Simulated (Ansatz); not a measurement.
Molecule: CH$_{2}$Cl, net charge 1, singlet state. SMILES of the parent species: [CH2]Cl

Atoms: C1, Cl2, H3, H4. Bonds: C1-Cl2, C1-H3, C1-H4.

Bond lengths (Å) and angles (degrees) optimised at HF/STO-3G with Ansatz (a first-principles code); HF/6-31G* with Ansatz; B3LYP/LANL2DZ with Ansatz, each started from the B3LYP-D3(BJ)/def2-TZVP structure (Ansatz) of the last column. A row stands for all coordinates that are equal there. 6-31G* holds six Cartesian d functions. No wavenumbers were computed at HF/STO-3G, B3LYP/LANL2DZ, so these may be saddle points.

| coordinate | HF/STO-3G | HF/6-31G* | B3LYP/LANL2DZ | B3LYP-D3(BJ)/def2-TZVP |
|---|---|---|---|---|
| C1-Cl2 | 1.680 | 1.593 | 1.665 | 1.594 |
| C1-H3 | 1.119 | 1.078 | 1.093 | 1.090 |
| Cl2-C1-H3 | 119.5 | 119.6 | 118.8 | 119.3 |
| H3-C1-H4 | 120.9 | 120.9 | 122.4 | 121.4 |

Mean signed difference of all 3 bond lengths from B3LYP-D3(BJ)/def2-TZVP: HF/STO-3G 0.048 Å, HF/6-31G* -0.008 Å, B3LYP/LANL2DZ 0.026 Å.
